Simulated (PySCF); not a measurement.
Computed shifts of a molecule C2H4Cl2Si2, PBE/pcSseg-1 (PySCF), GIAO, gas phase, atoms alike by connectivity averaged where their shifts nearly agree, in ppm (number of nuclei): ¹³C: 106.4 (1), 89.1 (1). ²⁹Si: 10.5 (1), -97.3 (1). ¹H: 3.97 (3), 3.09 (1). References: ¹³C against TMS (σ = 182.0 ppm); ²⁹Si against TMS (σ = 335.4 ppm); ³⁵Cl against HCl (σ = 936.5 ppm); ¹H against TMS (σ = 31.49 ppm), references at their B3LYP-D3(BJ)/def2-TZVP geometries, non-relativistic (without spin–orbit terms, shifts of atoms bonded to Cl or Br come out too high). Geometry optimised at B3LYP-D3(BJ)/def2-SVP. One conformer was computed; it need not be the lowest.

Task: Which structure fits?
A. Cl[SiH2]C#C[SiH2]Cl
B. C#C[Si]([SiH3])(Cl)Cl
C. ClC1=C[SiH2][Si@H]1Cl
D. C#C[Si@H](Cl)[SiH2]Cl

Result: B, C#C[Si]([SiH3])(Cl)Cl
